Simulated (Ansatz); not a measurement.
Ideal-gas functions of F3HOSi, SMILES `O[Si](F)(F)F` at 500 K and 1 bar, from an Ansatz frequency run at PBE0-D4/def2-TZVP.

Molar mass 102.09 g/mol, point group Cs (symmetry number 1), electronic degeneracy 1, moments of inertia 122.204, 124.819, 126.04 u Å². Harmonic wavenumbers (cm⁻¹, unscaled): 138, 267, 281, 367, 381, 389, 772, 804, 994, 1021, 1048, 3941.

Use S(trans) = R[1.5 ln M + 2.5 ln T − 1.1517]; rotational temperatures θ = 24.2544 K / I; S(rot) = R[ln(√π/σ · √(T³/θAθBθC)) + 1.5]; for each mode x = 1.438777 ν̃/T, S = R[x/(eˣ − 1) − ln(1 − e⁻ˣ)] and H = RT x/(eˣ − 1); 1 cm⁻¹ = 0.0119627 kJ/mol; R = 8.31446 J/(mol·K).

Q: By hand: the entropy, in J/(mol·K).

A: Translation 177.3. Rotation: θ = 0.1985, 0.1943, 0.1924 K, giving 115.1. Vibration, mode by mode: 16.05, 10.71, 10.30, 8.24, 7.95, 7.80, 3.20, 2.98, 1.93, 1.82, 1.71, 0.00, in all 72.7. Electronic 0.0. Sum 365.1 J/(mol·K).

Q: By hand: H − E and G − E in kJ/mol, counted from the electronic energy.

A: Zero-point energy ½ × 10403 × 0.0119627 = 62.2; thermal vibration 20.0; translation, rotation and pV give 4 RT = 16.6. H − E = 98.8 kJ/mol, and G − E = 98.8 − 500 × 365.1/1000 = -83.8 kJ/mol.

Vibration gives 20 % of the entropy, 16.0 J/(mol·K) of it from the mode under 150 cm⁻¹: soft modes count most, and the harmonic formula is weakest for them. The sum counts one conformer and one mirror image; others add a mixing term.
